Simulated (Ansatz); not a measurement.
HgF2(H2O)2 in a box, plane waves

Ansatz 0.2.0, DFT PBE, spin-orbit coupling, plane waves, PAW, molecule in a box. The geometry was relaxed with Gaussian bases (PBE; Hg def2-SVP with ECP60, F def2-SVP, O def2-SVP, H def2-SVP).

```yaml
crystal:
  lattice:
    - [10.62, 0.0, 0.0]
    - [0.0, 13.31, 0.0]
    - [0.0, 0.0, 13.7]
  atoms:
    - { symbol: Hg, position: [0.57150282, 0.49986627, 0.5000854] }
    - { symbol: F, position: [0.5766968, 0.64393163, 0.5400854] }
    - { symbol: O, position: [0.42372881, 0.38285424, 0.61153212] }
    - { symbol: H, position: [0.46730508, 0.3646281, 0.67170365] }
    - { symbol: H, position: [0.46208663, 0.33809166, 0.56220876] }
    - { symbol: F, position: [0.5766968, 0.3558009, 0.4600854] }
    - { symbol: O, position: [0.42372881, 0.61687829, 0.38863869] }
    - { symbol: H, position: [0.46208663, 0.66164087, 0.43796204] }
    - { symbol: H, position: [0.46730508, 0.63510443, 0.32846715] }
basis:
  ecutwfc: 420
  ecutrho_ratio: 4
kpoints:
  mp_grid: { grid: [1, 1, 1] }
hamiltonian:
  xc: pbe
scf:
  occupations: { method: gaussian, width: 0.01 }
output:
  forces: true
  eigenvalues: true
  populations: true
  write_density: true
  write_potential: true
  elf: true
  volumetric_format: npy
magnetization:
  noncollinear: true
  spin_orbit: true
```

Command:
```sh
ansatz run input.yaml --threads 2 --pin off --max-ram 5120MiB --backend cpu --events-out ev --progress --plain --runs-dir out
```
It took 11 s on 2 threads of AMD EPYC 9R45 96-Core Processor (Zen 5), with other jobs on the host, peak memory 2.5 GiB.

Question: How does the SCF go?

Answer: 
```
SCF iter   1: F=—  HF=-16673.464130 eV  |F-HF|=—  |Δ(HF+E_count)|=         —  Δρ=3.02e-2
preconditioner: auto → Resta (q_TF=auto, 1.483 Å⁻¹)  ε∞=1.2  [insulator: Δε(μ)=4.365 eV  Ē_g=11.421 eV  σ=0.010 eV  W_gap=1.00  n_
spin=Noncollinear: Resta preconditioning applied to the charge; magnetization (m_x, m_y, m_z) channels mix plain (no charge-respon
SCF iter   2: F=—  HF=-16668.163488 eV  |F-HF|=—  |Δ(HF+E_count)|=    5.30e0  Δρ=1.18e-2
SCF iter   3: F=—  HF=-16667.814745 eV  |F-HF|=—  |Δ(HF+E_count)|=   3.49e-1  Δρ=7.46e-3
...
SCF iter   6: F=—  HF=-16667.718816 eV  |F-HF|=—  |Δ(HF+E_count)|=   5.52e-4  Δρ=2.28e-4
SCF iter   7: F=—  HF=-16667.718555 eV  |F-HF|=—  |Δ(HF+E_count)|=   2.61e-4  Δρ=4.03e-5
SCF iter   8: F=—  HF=-16667.718597 eV  |F-HF|=—  |Δ(HF+E_count)|=   4.19e-5  Δρ=1.14e-5
SCF iter   9: F=—  HF=-16667.718597 eV  |F-HF|=—  |Δ(HF+E_count)|=   3.83e-7  Δρ=3.13e-6
SCF iter  10: F=-16667.718597 eV  HF=-16667.718597 eV  |F-HF|=2.60e-9  |Δ(HF+E_count)|=   7.37e-8  Δρ=8.46e-7
```

Question: Which levels lie next to the highest filled one (eV, counted from it)?

Answer: Filled: -1.60, -1.60, -0.89, -0.89, -0.72, -0.72, -0.37, -0.37, 0.00, 0.00. Empty: 3.91, 3.91, 6.25, 6.25, 6.57, 6.57, 7.00, 7.00.

Question: What forces are left at this geometry, relaxed with Gaussian bases (eV/Å)?

Answer: 
```
Hg  -0.01  0.00  0.00
F    0.10 -0.13  0.05
O    0.25 -0.28  0.12
H   -0.18  0.08 -0.13
H   -0.16  0.12  0.16
F    0.10  0.13 -0.05
O    0.25  0.28 -0.12
H   -0.16 -0.12 -0.16
H   -0.18 -0.08  0.13
```

The highest of the empty levels listed lie near the vacuum level and may be states of the box.
